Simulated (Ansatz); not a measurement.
Calculated with Ansatz (gas phase, PBE0-D4/def2-TZVP geometries, no zero-point term in ΔE). CCSD(T)/CBS is the MP2 limit (def2-TZVPP, def2-QZVPP) plus CCSD(T) − MP2 in def2-TZVPP, frozen cores. This one scheme is used for every species, atoms too. Functionals use def2-TZVPP. No spin–orbit coupling; open shells (•) take unrestricted orbitals. Spin–orbit coupling would lower the free atoms: a little for F, O, Si. One conformer a species, not always the lowest.

Reaction (atomization): `O[Si]1(F)O[SiH2]1` → F• + 3 H• + 2 O• + 2 Si•

Question: What is ΔE at CCSD(T)/CBS? (An estimate is asked.)

Answer: Computed: +32.17 eV.

Question: What do these levels give: B97M-V, r2SCAN0-D4, CAM-B3LYP-D4, ωB97X-V, B2PLYP, revPBE, CAM-B3LYP, CCSD(T)/def2-SVP, CCSD(T)/def2-TZVPP, HF/def2-QZVPP, MP2/def2-QZVPP, SCS-MP2/def2-QZVPP? (Best estimate.)

Answer: The calculation gave: B97M-V 32.07, r2SCAN0-D4 31.22, CAM-B3LYP-D4 31.98, ωB97X-V 32.11, B2PLYP 31.52, revPBE 30.79, CAM-B3LYP 31.82, CCSD(T)/def2-SVP 28.74, CCSD(T)/def2-TZVPP 31.02, HF/def2-QZVPP 22.53, MP2/def2-QZVPP 32.83, SCS-MP2/def2-QZVPP 32.48 eV.

Largest T1 diagnostic among the species: 0.014.

From BLYP to BHLYP (50 % exact exchange), in def2-TZVPP and without D4, ΔE moves by −1.16 eV: exact exchange takes away binding that semilocal exchange gives to molecules. In def2-TZVPP, CCSD(T) changes the Hartree–Fock value by +8.62 eV (the triples alone add +0.57 eV) and MP2 by +9.73 eV; breaking electron pairs costs correlation energy, which Hartree–Fock lacks.

For atomizations the MP2-based limit and the directly extrapolated one differ by several kJ/mol either way, and by 10 to 25 for some Ge, Se and Sn compounds, so smaller differences from it don't rank the levels.
